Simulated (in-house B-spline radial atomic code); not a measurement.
Pb³⁺. Computed with a B-spline radial atomic code. Model: all-electron spherical atom, spin shells full or empty, radial basis limit, no spin-orbit coupling, Breit or QED, empty-state partial waves extrapolated as (l+1/2)^-4, RPA, G0W0 and static COHSEX of the highest shell as one setting changes (uncorrelated shells keep exact exchange).

Empty levels are discrete states of a finite basis, so the steps are uneven.

Without the two-electron picture change, core correlation of heavy ions comes too large.

Given: element Pb; charge 3; filled core Xe; hamiltonian one-electron scalar X2C; mean-field start Hartree-Fock; highest l of empty states 9; nuclear rms radius 5.5012 fm; lowest nl shells left uncorrelated 12; highest mean-field shell 6s up; box radius 14.14 bohr.

Shell: 4f 7 7, 5d 5 5, 6s 1 0 (electrons up and down).

```json
{"highest empty level kept (hartree)": "5.33", "RPA correlation energy (hartree)": "-0.3452", "G0W0 level (eV)": "-42.23", "G0W0 minus most complete (meV)": "216.1", "COHSEX level (eV)": "-43.263", "linearised minus solved G0W0 (meV)": "0.2"}
{"highest empty level kept (hartree)": "10.67", "RPA correlation energy (hartree)": "-0.41639", "G0W0 level (eV)": "-42.358", "G0W0 minus most complete (meV)": "88.1", "COHSEX level (eV)": "-43.55", "linearised minus solved G0W0 (meV)": "0.2"}
{"highest empty level kept (hartree)": "18.67", "RPA correlation energy (hartree)": "?", "G0W0 level (eV)": "?", "G0W0 minus most complete (meV)": "?", "COHSEX level (eV)": "?", "linearised minus solved G0W0 (meV)": "?"}
{"highest empty level kept (hartree)": "32", "RPA correlation energy (hartree)": "-0.47008", "G0W0 level (eV)": "-42.43", "G0W0 minus most complete (meV)": "15.5", "COHSEX level (eV)": "-43.735", "linearised minus solved G0W0 (meV)": "0.3"}
{"highest empty level kept (hartree)": "53.33", "RPA correlation energy (hartree)": "-0.48304", "G0W0 level (eV)": "-42.44", "G0W0 minus most complete (meV)": "5.6", "COHSEX level (eV)": "-43.762", "linearised minus solved G0W0 (meV)": "0.3"}
{"highest empty level kept (hartree)": "96", "RPA correlation energy (hartree)": "-0.4861", "G0W0 level (eV)": "-42.444", "G0W0 minus most complete (meV)": "1.4", "COHSEX level (eV)": "-43.774", "linearised minus solved G0W0 (meV)": "0.3"}
{"highest empty level kept (hartree)": "160", "RPA correlation energy (hartree)": "?", "G0W0 level (eV)": "?", "G0W0 minus most complete (meV)": "?", "COHSEX level (eV)": "?", "linearised minus solved G0W0 (meV)": "?"}
{"highest empty level kept (hartree)": "320", "RPA correlation energy (hartree)": "-0.4869", "G0W0 level (eV)": "-42.446", "G0W0 minus most complete (meV)": "0.2", "COHSEX level (eV)": "-43.778", "linearised minus solved G0W0 (meV)": "0.3"}
{"highest empty level kept (hartree)": "640", "RPA correlation energy (hartree)": "-0.487", "G0W0 level (eV)": "-42.446", "G0W0 minus most complete (meV)": "0", "COHSEX level (eV)": "-43.779", "linearised minus solved G0W0 (meV)": "0.3"}
{"highest empty level kept (hartree)": "1333.3", "RPA correlation energy (hartree)": "-0.48703", "G0W0 level (eV)": "-42.446", "G0W0 minus most complete (meV)": "0", "COHSEX level (eV)": "-43.779", "linearised minus solved G0W0 (meV)": "0.3"}
{"highest empty level kept (hartree)": "3200", "RPA correlation energy (hartree)": "-0.48704", "G0W0 level (eV)": "-42.446", "G0W0 minus most complete (meV)": "0", "COHSEX level (eV)": "-43.779", "linearised minus solved G0W0 (meV)": "0.3"}
{"highest empty level kept (hartree)": "10667", "RPA correlation energy (hartree)": "-0.48704", "G0W0 level (eV)": "-42.446", "G0W0 minus most complete (meV)": "0", "COHSEX level (eV)": "-43.779", "linearised minus solved G0W0 (meV)": "0.3"}
```

Question: What follows for highest empty level kept = 18.67?

Answer: RPA correlation energy -0.44958 hartree; G0W0 level -42.408 eV; G0W0 minus most complete 38.2 meV; COHSEX level -43.677 eV; linearised minus solved G0W0 0.3 meV.

Question: What follows for highest empty level kept = 160?

Answer: RPA correlation energy -0.48665 hartree; G0W0 level -42.445 eV; G0W0 minus most complete 0.5 meV; COHSEX level -43.776 eV; linearised minus solved G0W0 0.3 meV.
